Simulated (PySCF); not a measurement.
**$^{33}$S chemical shifts**

Level of theory: geometry from GFN2-xTB, PBE0/pcSseg-1 with gauge-including orbitals, in PySCF (no solvent model, averaged over atoms made equivalent by symmetry, fast rotation or ring inversion, non-relativistic Hamiltonian, one conformer).

Shieldings were converted by a linear fit to measured shifts: $^{33}$S: δ = 158.28 − 0.937σ (rms 33.3 ppm, 20 shifts vs sulfate, solution or neat liquid). Occasional misses reach two or three times the rms, and more in compound classes unlike the fitted ones.

Match the shifts 681, 547, 124, 24, -583 ppm to `FC(F)=C(F)[P@@H](=S)CCP`, `CC(=S)OCC(F)(F)F`, `C=C(C)[C@@H]1C=C(F)[S@](=O)C1`, `CC(=S)C1=C[C@@H](F)COC1`, `S=C1CCCC1`.

Results:

681: CC(=S)C1=C[C@@H](F)COC1 (thione sulfur); 547: S=C1CCCC1 (thione sulfur); 124: CC(=S)OCC(F)(F)F (thione sulfur); 24: C=C(C)[C@@H]1C=C(F)[S@](=O)C1 (sulfoxide sulfur); -583: FC(F)=C(F)[P@@H](=S)CCP (sulfur bonded to P).
